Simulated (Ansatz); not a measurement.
Ansatz (an electronic-structure program) input (B3LYP-D3(BJ)/def2-TZVP):

Ansatz 0.2 input:
```yaml
crystal:
  periodic: [false, false, false]
  atoms:
    - {symbol: Si, position_ang: [-0.40483984, 0.42406488, -0.29798123]}
    - {symbol: Cl, position_ang: [-0.68673248, -1.25811114, -1.41758068]}
    - {symbol: Cl, position_ang: [-1.77919374, 0.61505099, 1.16188299]}
    - {symbol: O, position_ang: [1.01178263, 0.29818045, 0.48824535]}
    - {symbol: H, position_ang: [1.78707892, -0.13492248, 0.13622361]}
basis:
  gaussian:
    orbitals: def2-TZVP
hamiltonian:
  xc: b3lyp
  dispersion: d3bj
magnetization: {spin_polarized: true, initial_magnetization: 1}
relax: {f_tol: 0.002, max_steps: 150}
```

Output:

```
Functional definition: B3LYP
integrals: 0.07 GiB planned
982 factors; their error is unknown
mean field: 0.90 GiB planned
mean field evaluation 1: about -34986.6130 eV, gradient 4.2e1 eV
mean field evaluation 2: about -34965.6106 eV, gradient 8.2e1 eV
mean field evaluation 4: about -34992.1254 eV, gradient 3.5e0 eV
mean field evaluation 8: about -34992.2585 eV, gradient 1.5e-1 eV
mean field evaluation 16: about -34992.2586 eV, gradient 3.1e-5 eV
mean field -34992.25855413 eV, -1285.9417832596 hartree, gradient 3.1e-5 eV, S^2 0.751818; 0 other end points of the search recorded, 0 dependent functions left out
the calculation of the forces begins
reference -34992.25879149 eV, -1285.9417919822 hartree; 29, 28 occupied and 119, 120 virtual orbitals, 982 factors
relax step   1: F+E_penalty+E_count = -34992.53488214 eV  Δ(F+E_penalty+E_count) = +0.000e0 eV  max|allowed force component| = 6.982e-1 eV/Å  Δτ_max = 0.0000 Å  (30 SCF iters, accepted)
these checks for a lower state are left out or cut short: starts, cluster_reference, orbital_swaps, neighbouring_geometries, increment
integrals: 0.07 GiB planned
982 factors; their error is unknown
mean field: 0.90 GiB planned
mean field -34992.30400586 eV, -1285.9434535800 hartree, gradient 1.1e-5 eV, S^2 0.751975; 0 other end points of the search recorded, 0 dependent functions left out
the calculation of the forces begins
reference -34992.30424547 eV, -1285.9434623853 hartree; 29, 28 occupied and 119, 120 virtual orbitals, 982 factors
relax step   2: F+E_penalty+E_count = -34992.57674798 eV  Δ(F+E_penalty+E_count) = -4.187e-2 eV  max|allowed force component| = 2.933e-1 eV/Å  Δτ_max = 0.0527 Å  (34 SCF iters, accepted)
these checks for a lower state are left out or cut short: starts, cluster_reference, orbital_swaps, neighbouring_geometries, increment
integrals: 0.07 GiB planned
982 factors; their error is unknown
mean field: 0.90 GiB planned
mean field -34992.30589632 eV, -1285.9435230529 hartree, gradient 2.6e-5 eV, S^2 0.751997; 0 other end points of the search recorded, 0 dependent functions left out
the calculation of the forces begins
reference -34992.30613576 eV, -1285.9435318523 hartree; 29, 28 occupied and 119, 120 virtual orbitals, 982 factors
relax step   3: F+E_penalty+E_count = -34992.57923818 eV  Δ(F+E_penalty+E_count) = -2.490e-3 eV  max|allowed force component| = 2.221e-1 eV/Å  Δτ_max = 0.0141 Å  (33 SCF iters, accepted)
these checks for a lower state are left out or cut short: starts, cluster_reference, orbital_swaps, neighbouring_geometries, increment
integrals: 0.07 GiB planned
982 factors; their error is unknown
mean field: 0.90 GiB planned
mean field evaluation 32: about -34992.2178 eV, gradient 4.9e-1 eV
mean field -34992.30825350 eV, -1285.9436096776 hartree, gradient 2.6e-5 eV, S^2 0.751999; 0 other end points of the search recorded, 0 dependent functions left out
the calculation of the forces begins
reference -34992.30849305 eV, -1285.9436184812 hartree; 29, 28 occupied and 119, 120 virtual orbitals, 982 factors
relax step   4: F+E_penalty+E_count = -34992.58167473 eV  Δ(F+E_penalty+E_count) = -2.437e-3 eV  max|allowed force component| = 1.510e-1 eV/Å  Δτ_max = 0.0086 Å  (33 SCF iters, accepted)
these checks for a lower state are left out or cut short: starts, cluster_reference, orbital_swaps, neighbouring_geometries, increment
integrals: 0.07 GiB planned
982 factors; their error is unknown
mean field: 0.90 GiB planned
mean field -34992.31205121 eV, -1285.9437492410 hartree, gradient 7.8e-6 eV, S^2 0.752000; 0 other end points of the search recorded, 0 dependent functions left out
the calculation of the forces begins
reference -34992.31229107 eV, -1285.9437580556 hartree; 29, 28 occupied and 119, 120 virtual orbitals, 982 factors
relax step   5: F+E_penalty+E_count = -34992.58563976 eV  Δ(F+E_penalty+E_count) = -3.965e-3 eV  max|allowed force component| = 1.424e-1 eV/Å  Δτ_max = 0.0415 Å  (33 SCF iters, accepted)
these checks for a lower state are left out or cut short: starts, cluster_reference, orbital_swaps, neighbouring_geometries, increment
integrals: 0.07 GiB planned
982 factors; their error is unknown
mean field: 0.90 GiB planned
mean field -34992.31256928 eV, -1285.9437682796 hartree, gradient 2.7e-5 eV, S^2 0.751995; 0 other end points of the search recorded, 0 dependent functions left out
the calculation of the forces begins
reference -34992.31280904 eV, -1285.9437770907 hartree; 29, 28 occupied and 119, 120 virtual orbitals, 982 factors
relax step   6: F+E_penalty+E_count = -34992.58606949 eV  Δ(F+E_penalty+E_count) = -4.297e-4 eV  max|allowed force component| = 4.515e-2 eV/Å  Δτ_max = 0.0034 Å  (35 SCF iters, accepted)
these checks for a lower state are left out or cut short: starts, cluster_reference, orbital_swaps, neighbouring_geometries, increment
integrals: 0.07 GiB planned
982 factors; their error is unknown
mean field: 0.90 GiB planned
mean field -34992.31262485 eV, -1285.9437703219 hartree, gradient 9.9e-6 eV, S^2 0.751993; 0 other end points of the search recorded, 0 dependent functions left out
the calculation of the forces begins
reference -34992.31286458 eV, -1285.9437791319 hartree; 29, 28 occupied and 119, 120 virtual orbitals, 982 factors
relax step   7: F+E_penalty+E_count = -34992.58611213 eV  Δ(F+E_penalty+E_count) = -4.264e-5 eV  max|allowed force component| = 2.694e-3 eV/Å  Δτ_max = 0.0016 Å  (27 SCF iters, accepted)
these checks for a lower state are left out or cut short: starts, cluster_reference, orbital_swaps, neighbouring_geometries, increment
integrals: 0.07 GiB planned
982 factors; their error is unknown
mean field: 0.90 GiB planned
mean field -34992.31262709 eV, -1285.9437704041 hartree, gradient 5.1e-5 eV, S^2 0.751993; 0 other end points of the search recorded, 0 dependent functions left out
the calculation of the forces begins
reference -34992.31286682 eV, -1285.9437792141 hartree; 29, 28 occupied and 119, 120 virtual orbitals, 982 factors
relax step   8: F+E_penalty+E_count = -34992.58611280 eV  Δ(F+E_penalty+E_count) = -6.698e-7 eV  max|allowed force component| = 8.607e-4 eV/Å  Δτ_max = 0.0003 Å  (23 SCF iters, accepted)
these checks for a lower state are left out or cut short: starts, cluster_reference, orbital_swaps, neighbouring_geometries, increment
integrals: 0.07 GiB planned
982 factors; their error is unknown
mean field: 0.90 GiB planned
mean field evaluation 64: about -34992.3126 eV, gradient 3.4e-2 eV
mean field -34992.31263242 eV, -1285.9437705999 hartree, gradient 2.6e-5 eV, S^2 0.751993; 0 other end points of the search recorded, 0 dependent functions left out
the calculation of the forces begins
reference -34992.31287215 eV, -1285.9437794101 hartree; 29, 28 occupied and 119, 120 virtual orbitals, 982 factors
relax step   9: F+E_penalty+E_count = -34992.58611339 eV  Δ(F+E_penalty+E_count) = -5.927e-7 eV  max|allowed force component| = 1.081e-3 eV/Å  Δτ_max = 0.0007 Å  (24 SCF iters, accepted)
integrals: 0.07 GiB planned
982 factors; their error is unknown
mean field: 0.90 GiB planned
mean field -34992.31263242 eV, -1285.9437705999 hartree, gradient 2.5e-5 eV, S^2 0.751993; 1 other end points of the search recorded, 0 dependent functions left out
the calculation of the forces begins
reference -34992.31287215 eV, -1285.9437794101 hartree; 29, 28 occupied and 119, 120 virtual orbitals, 982 factors
Total energy: -34992.58635313 eV, -1285.9538296505 hartree
Atom 0 at    -0.369086     0.423468    -0.274950 Å, force    -0.000149     0.000413    -0.000587 eV/Å
Atom 1 at    -0.704630    -1.275358    -1.422272 Å, force    -0.000226    -0.000317    -0.000121 eV/Å
Atom 2 at    -1.839177     0.628644     1.151126 Å, force    -0.000483     0.000044     0.000339 eV/Å
Atom 3 at     1.045048     0.276345     0.540457 Å, force     0.001081    -0.000677    -0.000042 eV/Å
Atom 4 at     1.795940    -0.108837     0.076429 Å, force    -0.000222     0.000536     0.000412 eV/Å
Dipole moment:     0.353106     0.022181    -0.184858 e Å
```

It need not be the lowest isomer of its formula.
